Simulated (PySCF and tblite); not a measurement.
Values are calculated unless marked as measured or tabulated.
C4H6N2Si, numbered as in [SiH3:1][c:2]1[cH:3][cH:4][n:5][n:6][cH:7]1.

Conformers came from 45 starts (ETKDG and KDG, MMFF94s, GFN2-xTB); geometries are GFN2-xTB. Weights use PBE0-D3(BJ)/def2-SVP (IEF-PCM, dichloromethane) energies plus GFN2-xTB zero-point and thermal terms (modes under about 100 cm⁻¹ blended into free rotors). Symmetry numbers and mirror images are counted. Conformers within 2.5 kcal/mol (GFN2-xTB free energy) were kept, 6 at most. GIAO shieldings: mPW1PW91/pcSseg-1 (IEF-PCM, dichloromethane). Shifts are against TMS (¹H), TMS (¹³C), TMS (²⁹Si) at the same level. Programs: PySCF with density fitting and tblite.

**Question.** Predict the averaged NMR shifts at 298.15 K.

**Answer.** ¹H: 9.71 (H7, 1H), 9.58 (H4, 1H), 8.13 (H3, 1H), 4.52 (H1, 3H) ppm. ¹³C: 162.9 (C7), 158.1 (C4), 142.1 (C3), 139.1 (C2) ppm. ²⁹Si: -68.5 (Si1) ppm.

Unscaled ²⁹Si shifts at such levels can be off by tens of ppm; differences between conformers or isomers are more reliable. Shifts are unscaled: against experiment ¹³C can be off by 15 ppm or more and ¹H by 0.8 ppm.
